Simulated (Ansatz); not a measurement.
AlH8NSi2 (`[AlH2][N]([SiH3])[SiH3]`). The species carries charge 0 and has multiplicity 1. The structure was optimised at the PBE0-D4/def2-TZVP level.

```xyz
12

Al   -1.334    0.740    1.224
N    -0.109    0.061    0.100
Si    0.127   -1.656   -0.040
Si    0.881    1.097   -0.884
H    -1.488    2.311    1.287
H    -2.189   -0.271    2.085
H     1.523   -2.030    0.318
H    -0.118   -2.110   -1.437
H    -0.815   -2.354    0.872
H     0.528    2.513   -0.608
H     0.670    0.813   -2.330
H     2.324    0.886   -0.588
```

(1) What is the dipole moment at r2SCAN/def2-TZVPP? (Estimate.)

(2) And with PBE, B3LYP, ωB97M-V? (An estimate is asked.)

(3) Give the Mulliken charges with r2SCAN, ωB97M-V, PBE in def2-TZVPP. (An estimate is asked.)

Results:

(1) The calculation gave: 0.27 D, with components (-0.19, 0.10, 0.17) D in this frame, pointing from negative to positive charge.

(2) Computed: PBE 0.25 D, B3LYP 0.29 D, ωB97M-V 0.33 D.

(3) Computed: 
```json
{"atom": "Al1", "r2SCAN": "0.47", "ωB97M-V": "0.36", "PBE": "0.32"}
{"atom": "N2", "r2SCAN": "-0.40", "ωB97M-V": "-0.36", "PBE": "-0.21"}
{"atom": "Si3", "r2SCAN": "0.31", "ωB97M-V": "0.18", "PBE": "0.21"}
{"atom": "Si4", "r2SCAN": "0.31", "ωB97M-V": "0.18", "PBE": "0.21"}
{"atom": "H5", "r2SCAN": "-0.14", "ωB97M-V": "-0.10", "PBE": "-0.11"}
{"atom": "H6", "r2SCAN": "-0.14", "ωB97M-V": "-0.10", "PBE": "-0.11"}
{"atom": "H7", "r2SCAN": "-0.07", "ωB97M-V": "-0.03", "PBE": "-0.06"}
{"atom": "H8", "r2SCAN": "-0.07", "ωB97M-V": "-0.03", "PBE": "-0.06"}
{"atom": "H9", "r2SCAN": "-0.06", "ωB97M-V": "-0.01", "PBE": "-0.04"}
{"atom": "H10", "r2SCAN": "-0.06", "ωB97M-V": "-0.01", "PBE": "-0.04"}
{"atom": "H11", "r2SCAN": "-0.07", "ωB97M-V": "-0.03", "PBE": "-0.06"}
{"atom": "H12", "r2SCAN": "-0.07", "ωB97M-V": "-0.03", "PBE": "-0.06"}
```

B3LYP here is the variant with VWN-RPA as its local correlation; programs differ in this.
